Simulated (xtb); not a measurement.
niobium atom (Nb), sextet (GFN-xTB shapes and energies of metal compounds can be far from the true ones); GFN0-xTB (xtb).

Input for xtb:
```
$ xtb mol.xyz --gfn 0 --uhf 5 --acc 0.1 --json

# file mol.xyz
1

Nb     0.00000000     0.00000000     0.00000000
```

Output, abridged:

```
   ID    Z sym.   atoms
    1   41 Nb     1

           -------------------------------------------------
          |                Calculation Setup                |
           -------------------------------------------------

           -------------------------------------------------
          |                 G F N 0 - x T B                 |
           -------------------------------------------------

          ...................................................
          :                      SETUP                      :
          :.................................................:
          :  # basis functions                  10          :
          :  # atomic orbitals                   9          :
          :  # shells                            3          :
          :  # electrons                         5          :
          :  electronic temp.          300.0000000     K    :
          :  accuracy                    0.1000000          :
          :  -> integral cutoff          0.3500000E+02      :
          :  -> integral neglect         0.1000000E-08      :
          ...................................................

         :::::::::::::::::::::::::::::::::::::::::::::::::::::
         ::                     SUMMARY                     ::
         :::::::::::::::::::::::::::::::::::::::::::::::::::::
         :: total energy              -1.668818002822 Eh    ::
         :: gradient norm              0.000000000000 Eh/a0 ::
         :: HOMO-LUMO gap              0.000000000000 eV    ::
         ::.................................................::
         :: H0 energy                 -1.668818002822 Eh    ::
         :: repulsion energy           0.000000000000 Eh    ::
         :: electrostat energy        -0.000000000000 Eh    ::
         :: -> Gsolv                   0.000000000000 Eh    ::
         ::    -> Gsasa                0.000000000000 Eh    ::
         ::    -> Gshift               0.000000000000 Eh    ::
         :: dispersion energy          0.000000000000 Eh    ::
         :: short-range corr.          0.000000000000 Eh    ::
         :: add. restraining           0.000000000000 Eh    ::
         :: total charge              -0.000000000000 e     ::
         :::::::::::::::::::::::::::::::::::::::::::::::::::::

           -------------------------------------------------
          |                Property Printout                |
           -------------------------------------------------

    * Orbital Energies and Occupations

         #    Occupation            Energy/Eh            Energy/eV
      -------------------------------------------------------------
         1        1.0000           -0.3448017              -9.3825
         2        0.8000           -0.3304098              -8.9909
         3        0.8000           -0.3304098              -8.9909
         4        0.8000           -0.3304098              -8.9909
         5        0.8000           -0.3304098              -8.9909 (HOMO)
         6        0.8000           -0.3304098              -8.9909 (LUMO)
         7                         -0.0398615              -1.0847
         8                         -0.0398615              -1.0847
         9                         -0.0398615              -1.0847
      -------------------------------------------------------------
                  HL-Gap            0.0000000 Eh            0.0000 eV
             Fermi-level            0.0000000 Eh            0.0000 eV

     #   Z          covCN         q      C6AA      α(0)
     1  41 Nb       0.000    -0.000  1522.212   112.587

 Mol. C6AA /au·bohr⁶  :       1522.211865
 Mol. C8AA /au·bohr⁸  :     198146.917031
 Mol. α(0) /au        :        112.586822

Wiberg/Mayer (AO) data.
largest (>0.10) Wiberg bond orders for each atom

 ---------------------------------------------------------------------------
     #   Z sym  total        # sym  WBO       # sym  WBO       # sym  WBO
 ---------------------------------------------------------------------------
     1  41 Nb   0.000
 ---------------------------------------------------------------------------

 dipole moment from electron density (au)
     X       Y       Z
   0.0000   0.0000   0.0000  total (Debye):    0.000

           -------------------------------------------------
          | TOTAL ENERGY               -1.668818002822 Eh   |
          | GRADIENT NORM               0.000000000000 Eh/α |
          | HOMO-LUMO GAP               0.000000000000 eV   |
           -------------------------------------------------

normal termination of xtb
```
